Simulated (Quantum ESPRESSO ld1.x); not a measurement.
Problem. The mean radii <r> (bohr) of the occupied orbitals of an atom or ion are listed with their occupations. Method: scalar-relativistic Kohn-Sham, LDA (Slater exchange, VWN5 correlation), spin-polarised, spherical densities, point nucleus; computed with ld1.x of Quantum ESPRESSO 7.5.

orbital  occ.      <r>
1s up       1  0.01833
1s down     1  0.01833
2s up       1  0.07601
2s down     1  0.07605
2p up       3  0.06765
2p down     2  0.06770

Name the element and its charge. Open shells, if any, are filled with parallel spins first.

Solution. Z = 74, tungsten, charge +65: W65+ in [He] 2s2 2p5. The 1s radius gives Z: for a bare nucleus <r> = (2 gamma + 1)/(2Z) with gamma = sqrt(1 - (Z/c)^2), 0.01813 bohr for Z = 74, and screening makes it slightly larger (0.01833 here). The occupations add up to 9, and the charge is Z minus that.
